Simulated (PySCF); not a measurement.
Compound: C8H12F2.
Atom-mapped SMILES: `[CH3:1][CH2:2][C@@H:3]1[CH2:4][C@:5]12[C@H:6]([F:7])[C@:8]2([CH3:9])[F:10]`

Definitions: NICS(0) = −σiso at the ring centroid; NICS(1) = −σiso and NICS(1)zz = −σzz at ±1 Å along the ring normal z. Level: GIAO PBE0/pcSseg-1 (PySCF, non-relativistic, gas phase) on the GFN2-xTB geometry, one conformer.

Rings: 1. C3–C4–C5; 2. C5–C6–C8.

```
set  NICS(0)  NICS(1), two faces  NICS(1)zz, two faces
  P    -29.2         -2.9 / -9.3          -6.1 / -20.1
  Q    -40.7         -7.5 / -6.7         -19.8 / -17.9
```

**Question.** Which set (ppm) belongs to which ring?

**Answer.** P = 2, Q = 1.
- 1 (3-membered carbocycle; formal bonds all single): mean NICS(1)zz -18.9 ppm, shielded. C3, C4, C5 have four or more neighbours, and the NICS criterion for π rings isn't applied.
- 2 (3-membered carbocycle; formal bonds all single): mean NICS(1)zz -13.1 ppm, shielded. C5, C6, C8 have four or more neighbours; no verdict on aromaticity is drawn.

**Question.** How do the rings differ in shape?

**Answer.** 
```tsv
ring	bond lengths (Å)	rms pucker (Å)	HOMA	nearest outside atom to a NICS(1) probe (Å)
1	1.509, 1.486, 1.486	0.00	–	hydrogen 1.42
2	1.483, 1.519, 1.482	0.00	–	hydrogen 1.51
```

The values belong to the conformer `[CH3:1][CH2:2][C@@H:3]1[CH2:4][C@:5]12[C@H:6]([F:7])[C@:8]2([CH3:9])[F:10]`: C1–C2–C3–C4 160°.
